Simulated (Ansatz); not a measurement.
The cluster Sn₂Se₂ (the lowest singlet isomer of a short search), 4 atoms. Hardware: 4 threads of Arm Neoverse V1 on a shared host.

In the def2 sets Sn takes a core potential; there is no spin–orbit coupling. Correlated methods freeze 26 core orbitals; core or outer-core shells of Sn, Se are correlated, in sets that lack core-valence functions.

**Question.** How many basis functions does each of these Ansatz runs have, and roughly what does it cost? PBE0-D4/def2-SVP, charge 0 unrestricted singlet, energy with a search over starts; PBE-D4/def2-SVP, charge 0 singlet, relaxation, 12 steps; CCSD(T)/def2-SVP, charge 0 triplet, energy, from earlier orbitals; PBE-D4/def2-SVP, charge 0 triplet, relaxation, 5 steps; CCSD(T)/def2-SVP, charge 0 singlet, energy, from earlier orbitals; PBE0-D4/def2-TZVP, charge 0 unrestricted singlet, energy, from earlier orbitals; MP2/def2-TZVP, charge 0 quintet, energy, from earlier orbitals; PBE-D4/def2-TZVP, charge 0 triplet, energy, from earlier orbitals; PBE0-D4/def2-TZVP, charge 1 doublet at the geometry of the charge 0 singlet, energy; LC-ωPBE/def2-TZVP, charge 0 singlet, energy, from earlier orbitals; r2SCAN-D4/def2-TZVP, charge 0 unrestricted singlet, energy, from earlier orbitals; BHLYP-D4/def2-TZVP, charge 0 quintet, energy, from earlier orbitals.

**Answer.** Other jobs shared the machine, so times can vary by a factor of up to 3. A dash marks memory too small to be measured apart from the calling script's.

```csv
run,functions,fitting or Cholesky vectors,wall time,peak host memory (GiB)
"LC-ωPBE/def2-TZVP, charge 0 singlet, energy, from earlier orbitals",196,1550,3.5 s,–
"PBE0-D4/def2-SVP, charge 0 unrestricted singlet, energy with a search over starts",116,1298,3.9 s,0.55
"PBE-D4/def2-TZVP, charge 0 triplet, energy, from earlier orbitals",196,1550,5.5 s,–
"PBE-D4/def2-SVP, charge 0 triplet, relaxation, 5 steps",116,1274,8.5 s,–
"PBE0-D4/def2-TZVP, charge 0 unrestricted singlet, energy, from earlier orbitals",196,1620,11 s,0.87
"PBE-D4/def2-SVP, charge 0 singlet, relaxation, 12 steps",116,1274,12 s,–
"r2SCAN-D4/def2-TZVP, charge 0 unrestricted singlet, energy, from earlier orbitals",196,1550,12 s,–
"CCSD(T)/def2-SVP, charge 0 singlet, energy, from earlier orbitals",116,1298,16 s,0.62
"PBE0-D4/def2-TZVP, charge 1 doublet at the geometry of the charge 0 singlet, energy",196,1620,17 s,1.1
"MP2/def2-TZVP, charge 0 quintet, energy, from earlier orbitals",196,1612,31 s,0.92
"BHLYP-D4/def2-TZVP, charge 0 quintet, energy, from earlier orbitals",196,1612,46 s,1.1
"CCSD(T)/def2-SVP, charge 0 triplet, energy, from earlier orbitals",116,1298,72 s,1.5
```
